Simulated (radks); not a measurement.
Species: the osmium ion Os0.625+. Configuration: [Xe] 4f14 5d6 6s1.375 (fractional occupations, a model configuration). All-electron calculation, non-relativistic Kohn-Sham, PBEsol, spin-unpolarised, spherical densities, point nucleus; relativity is left out, which matters for an element this heavy. Program: a radial shooting solver on a logarithmic mesh with Libxc functionals. Some entries of the table are withheld. Estimate them.

| orbital | occ. | eigenvalue (eV) | <1/r> (bohr^-1) |
|---|---|---|---|
| 1s | 2 | -67386.71 | (1) |
| 2s | 2 | -11151.53 | 17.72 |
| 2p | 6 | -10703.67 | 17.75 |
| 3s | 2 | -2576.810 | 6.833 |
| 3p | 6 | -2367.581 | (2) |
| 3d | 10 | -1977.060 | 6.713 |
| 4s | 2 | -532.0161 | 2.962 |
| 4p | 6 | -443.4690 | 2.872 |
| 4d | 10 | -281.4259 | 2.681 |
| 5s | 2 | -78.9225 | 1.194 |
| 4f | 14 | -67.4372 | 2.288 |
| 5p | 6 | -52.2366 | 1.079 |
| 5d | 6 | -12.4275 | 0.7606 |
| 6s | 1.375 | -8.8829 | (3) |

Answer. 
(1) 1s <1/r> (bohr^-1): 75.43
(2) 3p <1/r> (bohr^-1): 6.786
(3) 6s <1/r> (bohr^-1): 0.3979
